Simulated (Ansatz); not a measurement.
**Molecular dynamics of C2H7NSi**

input.yaml

```yaml
crystal:
  periodic: [false, false, false]
  atoms:
    - { symbol: C, position_ang: [0.231524, -0.501442, -2.538392] }
    - { symbol: C, position_ang: [0.848392, 0.484512, -2.733382] }
    - { symbol: H, position_ang: [-0.203316, -1.58398, -2.40126] }
    - { symbol: H, position_ang: [1.516327, 1.27604, -2.969214] }
    - { symbol: Si, position_ang: [-0.404814, 0.204573, 2.163102] }
    - { symbol: "N", position_ang: [-0.067272, -0.473869, 0.619392] }
    - { symbol: H, position_ang: [-1.558804, -0.488949, 2.658971] }
    - { symbol: H, position_ang: [0.829905, -0.13425, 2.911542] }
    - { symbol: H, position_ang: [-0.563011, 1.718751, 2.211728] }
    - { symbol: H, position_ang: [0.866652, -0.728259, 0.223782] }
    - { symbol: H, position_ang: [-0.698039, -1.065613, 0.056192] }
magnetization:
  spin_polarized: true
basis:
  gaussian: { orbitals: STO-3G }
hamiltonian:
  xc: b3lyp
md:
  timestep: 1.0
  n_steps: 150
  ensemble: nve
  temperature: 1000.0
  initial_velocities: maxwell_boltzmann
  seed: 268809
  masses: [{ species: H, mass: 2.014 }]
```

Launched with:

```bash
$ ansatz run input.yaml --threads 1 --pin off --max-ram 2048MiB --backend cpu --events-out ev --progress --plain --runs-dir out
```

It goes on from the last frame of an earlier run, with new velocities.

Output, in part (one step line in 2, the closing report, with atoms numbered from 0):

```
md step     0: t =     0.00 fs  T =  1000.0 K  F+E_penalty+E_count = -11414.91400970 eV  E_kin = 1.163340 eV  conserved = -11413.75066971 eV  (23 SCF iters)
md step     2: t =     2.00 fs  T =   846.6 K  F+E_penalty+E_count = -11414.71747849 eV  E_kin = 0.984873 eV  conserved = -11413.73260586 eV  (27 SCF iters)
md step     4: t =     4.00 fs  T =   847.1 K  F+E_penalty+E_count = -11414.73768853 eV  E_kin = 0.985424 eV  conserved = -11413.75226415 eV  (27 SCF iters)
md step     6: t =     6.00 fs  T =   731.4 K  F+E_penalty+E_count = -11414.57696191 eV  E_kin = 0.850851 eV  conserved = -11413.72611129 eV  (28 SCF iters)
md step     8: t =     8.00 fs  T =  1025.6 K  F+E_penalty+E_count = -11414.94893144 eV  E_kin = 1.193122 eV  conserved = -11413.75580950 eV  (28 SCF iters)
md step    10: t =    10.00 fs  T =   809.1 K  F+E_penalty+E_count = -11414.68420092 eV  E_kin = 0.941246 eV  conserved = -11413.74295488 eV  (27 SCF iters)
md step    12: t =    12.00 fs  T =   408.7 K  F+E_penalty+E_count = -11414.20224072 eV  E_kin = 0.475442 eV  conserved = -11413.72679898 eV  (28 SCF iters)
md step    14: t =    14.00 fs  T =   588.9 K  F+E_penalty+E_count = -11414.41739772 eV  E_kin = 0.685114 eV  conserved = -11413.73228393 eV  (28 SCF iters)
md step    16: t =    16.00 fs  T =  1025.3 K  F+E_penalty+E_count = -11414.95316095 eV  E_kin = 1.192815 eV  conserved = -11413.76034575 eV  (25 SCF iters)
md step    18: t =    18.00 fs  T =   776.3 K  F+E_penalty+E_count = -11414.63292597 eV  E_kin = 0.903132 eV  conserved = -11413.72979429 eV  (29 SCF iters)
md step    20: t =    20.00 fs  T =   776.1 K  F+E_penalty+E_count = -11414.65811930 eV  E_kin = 0.902833 eV  conserved = -11413.75528620 eV  (29 SCF iters)
md step    22: t =    22.00 fs  T =   522.0 K  F+E_penalty+E_count = -11414.33890604 eV  E_kin = 0.607234 eV  conserved = -11413.73167252 eV  (28 SCF iters)
md step    24: t =    24.00 fs  T =   580.8 K  F+E_penalty+E_count = -11414.40642298 eV  E_kin = 0.675656 eV  conserved = -11413.73076671 eV  (28 SCF iters)
md step    26: t =    26.00 fs  T =  1055.2 K  F+E_penalty+E_count = -11414.98095789 eV  E_kin = 1.227528 eV  conserved = -11413.75343007 eV  (29 SCF iters)
md step    28: t =    28.00 fs  T =   935.8 K  F+E_penalty+E_count = -11414.83528715 eV  E_kin = 1.088665 eV  conserved = -11413.74662200 eV  (28 SCF iters)
md step    30: t =    30.00 fs  T =   574.1 K  F+E_penalty+E_count = -11414.39310498 eV  E_kin = 0.667823 eV  conserved = -11413.72528196 eV  (28 SCF iters)
md step    32: t =    32.00 fs  T =   757.5 K  F+E_penalty+E_count = -11414.62647190 eV  E_kin = 0.881260 eV  conserved = -11413.74521172 eV  (28 SCF iters)
md step    34: t =    34.00 fs  T =   844.3 K  F+E_penalty+E_count = -11414.72462890 eV  E_kin = 0.982224 eV  conserved = -11413.74240528 eV  (25 SCF iters)
md step    36: t =    36.00 fs  T =   833.7 K  F+E_penalty+E_count = -11414.71012955 eV  E_kin = 0.969832 eV  conserved = -11413.74029749 eV  (27 SCF iters)
md step    38: t =    38.00 fs  T =   822.4 K  F+E_penalty+E_count = -11414.69786955 eV  E_kin = 0.956765 eV  conserved = -11413.74110456 eV  (28 SCF iters)
md step    40: t =    40.00 fs  T =   852.4 K  F+E_penalty+E_count = -11414.73031934 eV  E_kin = 0.991685 eV  conserved = -11413.73863474 eV  (29 SCF iters)
md step    42: t =    42.00 fs  T =  1061.3 K  F+E_penalty+E_count = -11414.98052245 eV  E_kin = 1.234615 eV  conserved = -11413.74590793 eV  (29 SCF iters)
md step    44: t =    44.00 fs  T =  1028.6 K  F+E_penalty+E_count = -11414.93963806 eV  E_kin = 1.196631 eV  conserved = -11413.74300719 eV  (29 SCF iters)
md step    46: t =    46.00 fs  T =   820.2 K  F+E_penalty+E_count = -11414.68884102 eV  E_kin = 0.954183 eV  conserved = -11413.73465807 eV  (30 SCF iters)
md step    48: t =    48.00 fs  T =   784.7 K  F+E_penalty+E_count = -11414.65337558 eV  E_kin = 0.912897 eV  conserved = -11413.74047837 eV  (29 SCF iters)
md step    50: t =    50.00 fs  T =   756.6 K  F+E_penalty+E_count = -11414.61757596 eV  E_kin = 0.880158 eV  conserved = -11413.73741777 eV  (29 SCF iters)
md step    52: t =    52.00 fs  T =   940.8 K  F+E_penalty+E_count = -11414.83887043 eV  E_kin = 1.094457 eV  conserved = -11413.74441362 eV  (26 SCF iters)
md step    54: t =    54.00 fs  T =   956.9 K  F+E_penalty+E_count = -11414.86919521 eV  E_kin = 1.113233 eV  conserved = -11413.75596212 eV  (29 SCF iters)
md step    56: t =    56.00 fs  T =   463.9 K  F+E_penalty+E_count = -11414.26004152 eV  E_kin = 0.539650 eV  conserved = -11413.72039199 eV  (29 SCF iters)
md step    58: t =    58.00 fs  T =   726.6 K  F+E_penalty+E_count = -11414.58720157 eV  E_kin = 0.845321 eV  conserved = -11413.74188080 eV  (28 SCF iters)
md step    60: t =    60.00 fs  T =  1010.7 K  F+E_penalty+E_count = -11414.92952368 eV  E_kin = 1.175822 eV  conserved = -11413.75370182 eV  (29 SCF iters)
md step    62: t =    62.00 fs  T =   813.0 K  F+E_penalty+E_count = -11414.67358185 eV  E_kin = 0.945782 eV  conserved = -11413.72779975 eV  (29 SCF iters)
md step    64: t =    64.00 fs  T =   990.8 K  F+E_penalty+E_count = -11414.89850712 eV  E_kin = 1.152677 eV  conserved = -11413.74583057 eV  (29 SCF iters)
md step    66: t =    66.00 fs  T =  1025.2 K  F+E_penalty+E_count = -11414.93663458 eV  E_kin = 1.192694 eV  conserved = -11413.74394073 eV  (29 SCF iters)
md step    68: t =    68.00 fs  T =   877.8 K  F+E_penalty+E_count = -11414.75494168 eV  E_kin = 1.021228 eV  conserved = -11413.73371349 eV  (28 SCF iters)
md step    70: t =    70.00 fs  T =   953.4 K  F+E_penalty+E_count = -11414.85391128 eV  E_kin = 1.109099 eV  conserved = -11413.74481234 eV  (28 SCF iters)
md step    72: t =    72.00 fs  T =   820.9 K  F+E_penalty+E_count = -11414.70364117 eV  E_kin = 0.954970 eV  conserved = -11413.74867083 eV  (30 SCF iters)
md step    74: t =    74.00 fs  T =   584.8 K  F+E_penalty+E_count = -11414.40407366 eV  E_kin = 0.680295 eV  conserved = -11413.72377853 eV  (28 SCF iters)
md step    76: t =    76.00 fs  T =   919.9 K  F+E_penalty+E_count = -11414.82185179 eV  E_kin = 1.070139 eV  conserved = -11413.75171299 eV  (28 SCF iters)
md step    78: t =    78.00 fs  T =   946.4 K  F+E_penalty+E_count = -11414.83874456 eV  E_kin = 1.100992 eV  conserved = -11413.73775299 eV  (28 SCF iters)
md step    80: t =    80.00 fs  T =   918.3 K  F+E_penalty+E_count = -11414.81004523 eV  E_kin = 1.068293 eV  conserved = -11413.74175235 eV  (28 SCF iters)
md step    82: t =    82.00 fs  T =   814.4 K  F+E_penalty+E_count = -11414.68434543 eV  E_kin = 0.947436 eV  conserved = -11413.73690949 eV  (28 SCF iters)
md step    84: t =    84.00 fs  T =   878.9 K  F+E_penalty+E_count = -11414.75678824 eV  E_kin = 1.022442 eV  conserved = -11413.73434674 eV  (28 SCF iters)
md step    86: t =    86.00 fs  T =  1170.6 K  F+E_penalty+E_count = -11415.11226433 eV  E_kin = 1.361784 eV  conserved = -11413.75048004 eV  (26 SCF iters)
md step    88: t =    88.00 fs  T =  1033.2 K  F+E_penalty+E_count = -11414.94877692 eV  E_kin = 1.201952 eV  conserved = -11413.74682466 eV  (24 SCF iters)
md step    90: t =    90.00 fs  T =   767.3 K  F+E_penalty+E_count = -11414.61921602 eV  E_kin = 0.892655 eV  conserved = -11413.72656117 eV  (24 SCF iters)
md step    92: t =    92.00 fs  T =   949.4 K  F+E_penalty+E_count = -11414.86152931 eV  E_kin = 1.104473 eV  conserved = -11413.75705584 eV  (27 SCF iters)
md step    94: t =    94.00 fs  T =   711.7 K  F+E_penalty+E_count = -11414.55574109 eV  E_kin = 0.828003 eV  conserved = -11413.72773771 eV  (28 SCF iters)
md step    96: t =    96.00 fs  T =   845.1 K  F+E_penalty+E_count = -11414.72696540 eV  E_kin = 0.983163 eV  conserved = -11413.74380231 eV  (28 SCF iters)
md step    98: t =    98.00 fs  T =   938.7 K  F+E_penalty+E_count = -11414.84020363 eV  E_kin = 1.092025 eV  conserved = -11413.74817830 eV  (28 SCF iters)
md step   100: t =   100.00 fs  T =   674.3 K  F+E_penalty+E_count = -11414.51375081 eV  E_kin = 0.784419 eV  conserved = -11413.72933159 eV  (26 SCF iters)
md step   102: t =   102.00 fs  T =   831.6 K  F+E_penalty+E_count = -11414.69978393 eV  E_kin = 0.967472 eV  conserved = -11413.73231232 eV  (26 SCF iters)
md step   104: t =   104.00 fs  T =  1206.0 K  F+E_penalty+E_count = -11415.16710215 eV  E_kin = 1.402981 eV  conserved = -11413.76412144 eV  (26 SCF iters)
md step   106: t =   106.00 fs  T =   703.7 K  F+E_penalty+E_count = -11414.54562095 eV  E_kin = 0.818697 eV  conserved = -11413.72692367 eV  (26 SCF iters)
md step   108: t =   108.00 fs  T =   721.8 K  F+E_penalty+E_count = -11414.58692080 eV  E_kin = 0.839684 eV  conserved = -11413.74723717 eV  (25 SCF iters)
md step   110: t =   110.00 fs  T =   860.1 K  F+E_penalty+E_count = -11414.74530934 eV  E_kin = 1.000541 eV  conserved = -11413.74476829 eV  (27 SCF iters)
md step   112: t =   112.00 fs  T =   724.8 K  F+E_penalty+E_count = -11414.57519512 eV  E_kin = 0.843165 eV  conserved = -11413.73203031 eV  (28 SCF iters)
md step   114: t =   114.00 fs  T =   848.0 K  F+E_penalty+E_count = -11414.72743719 eV  E_kin = 0.986491 eV  conserved = -11413.74094666 eV  (29 SCF iters)
md step   116: t =   116.00 fs  T =   899.7 K  F+E_penalty+E_count = -11414.79004676 eV  E_kin = 1.046693 eV  conserved = -11413.74335411 eV  (29 SCF iters)
md step   118: t =   118.00 fs  T =   807.6 K  F+E_penalty+E_count = -11414.67306215 eV  E_kin = 0.939493 eV  conserved = -11413.73356965 eV  (29 SCF iters)
md step   120: t =   120.00 fs  T =  1015.5 K  F+E_penalty+E_count = -11414.92596514 eV  E_kin = 1.181364 eV  conserved = -11413.74460110 eV  (28 SCF iters)
md step   122: t =   122.00 fs  T =  1105.7 K  F+E_penalty+E_count = -11415.03307113 eV  E_kin = 1.286269 eV  conserved = -11413.74680203 eV  (28 SCF iters)
md step   124: t =   124.00 fs  T =  1015.6 K  F+E_penalty+E_count = -11414.92024716 eV  E_kin = 1.181510 eV  conserved = -11413.73873732 eV  (28 SCF iters)
md step   126: t =   126.00 fs  T =  1008.0 K  F+E_penalty+E_count = -11414.91702972 eV  E_kin = 1.172689 eV  conserved = -11413.74434087 eV  (25 SCF iters)
md step   128: t =   128.00 fs  T =   953.4 K  F+E_penalty+E_count = -11414.84893505 eV  E_kin = 1.109133 eV  conserved = -11413.73980218 eV  (29 SCF iters)
md step   130: t =   130.00 fs  T =   957.2 K  F+E_penalty+E_count = -11414.85807992 eV  E_kin = 1.113570 eV  conserved = -11413.74451018 eV  (30 SCF iters)
md step   132: t =   132.00 fs  T =   738.7 K  F+E_penalty+E_count = -11414.59741697 eV  E_kin = 0.859333 eV  conserved = -11413.73808396 eV  (30 SCF iters)
md step   134: t =   134.00 fs  T =   590.1 K  F+E_penalty+E_count = -11414.41555117 eV  E_kin = 0.686451 eV  conserved = -11413.72909984 eV  (30 SCF iters)
md step   136: t =   136.00 fs  T =   852.4 K  F+E_penalty+E_count = -11414.73544083 eV  E_kin = 0.991584 eV  conserved = -11413.74385646 eV  (29 SCF iters)
md step   138: t =   138.00 fs  T =   851.7 K  F+E_penalty+E_count = -11414.74769956 eV  E_kin = 0.990863 eV  conserved = -11413.75683625 eV  (29 SCF iters)
md step   140: t =   140.00 fs  T =   556.2 K  F+E_penalty+E_count = -11414.37024325 eV  E_kin = 0.647095 eV  conserved = -11413.72314796 eV  (29 SCF iters)
md step   142: t =   142.00 fs  T =   829.7 K  F+E_penalty+E_count = -11414.72329810 eV  E_kin = 0.965179 eV  conserved = -11413.75811914 eV  (29 SCF iters)
md step   144: t =   144.00 fs  T =   603.5 K  F+E_penalty+E_count = -11414.43255227 eV  E_kin = 0.702131 eV  conserved = -11413.73042083 eV  (25 SCF iters)
md step   146: t =   146.00 fs  T =   670.6 K  F+E_penalty+E_count = -11414.51646454 eV  E_kin = 0.780174 eV  conserved = -11413.73629086 eV  (29 SCF iters)
md step   148: t =   148.00 fs  T =   903.1 K  F+E_penalty+E_count = -11414.79765886 eV  E_kin = 1.050595 eV  conserved = -11413.74706337 eV  (30 SCF iters)
md step   150: t =   150.00 fs  T =   802.3 K  F+E_penalty+E_count = -11414.67070590 eV  E_kin = 0.933329 eV  conserved = -11413.73737648 eV  (26 SCF iters)
Total energy: -11414.67093754 eV, -419.4814198127 hartree
Atom 0 at     0.654959    -0.749217    -2.906521 Å, force     2.404570     6.214632    -3.334630 eV/Å
Atom 1 at     1.080676     0.293709    -3.519017 Å, force    -3.494307    -8.538614     5.055280 eV/Å
Atom 2 at     0.268092    -1.573029    -2.282233 Å, force     0.362133     0.564216    -0.535283 eV/Å
Atom 3 at     1.381988     1.097854    -4.102434 Å, force     0.736861     1.755879    -1.211004 eV/Å
Atom 4 at    -0.340780     0.025488     2.540268 Å, force    -1.410634    -4.178564    -0.870262 eV/Å
Atom 5 at    -0.499932     0.274122     0.724130 Å, force     1.614796    -0.373844     0.490425 eV/Å
Atom 6 at    -1.720594    -0.509641     2.834356 Å, force     1.148081     0.645563     0.421117 eV/Å
Atom 7 at     0.567504    -1.175648     2.868177 Å, force    -0.879120     1.821914    -0.609229 eV/Å
Atom 8 at    -0.052060     1.100405     3.401552 Å, force     0.312337     1.088695     0.174860 eV/Å
Atom 9 at    -1.451228     0.656417     0.591739 Å, force    -0.968296     0.521854    -0.152757 eV/Å
Atom 10 at    -0.598408    -0.691868     0.273384 Å, force     0.173579     0.478269     0.571484 eV/Å
Dipole moment:    -0.180561    -0.088850     0.129124 e Å
```

The run went to its last step. The conserved energy stayed within 3.2 meV per atom of its start (net change 1.2 meV per atom), so there is no drift, though single steps change it by up to 34 meV in the whole system, a sign of fast motions only just resolved. A run of 0.15 ps of so small a system gives no equilibrium averages. Limits of this set-up: minimal basis.

The same pairs are bonded in the first frame and the last. Pairs count as bonded within 1.25 times the sum of covalent radii (0.12 Å more for H–H).

Last frame:

```xyz
11
Properties=species:S:1:pos:R:3
C 0.655 -0.749 -2.906
C 1.081 0.294 -3.519
H 0.268 -1.573 -2.282
H 1.382 1.098 -4.102
Si -0.341 0.025 2.540
N -0.500 0.274 0.724
H -1.721 -0.510 2.834
H 0.568 -1.176 2.868
H -0.052 1.100 3.402
H -1.451 0.656 0.592
H -0.598 -0.692 0.273
```

Run time: 5.9 min on 1 thread of Arm Neoverse V1, with other jobs on the host, peak memory 0.11 GiB.
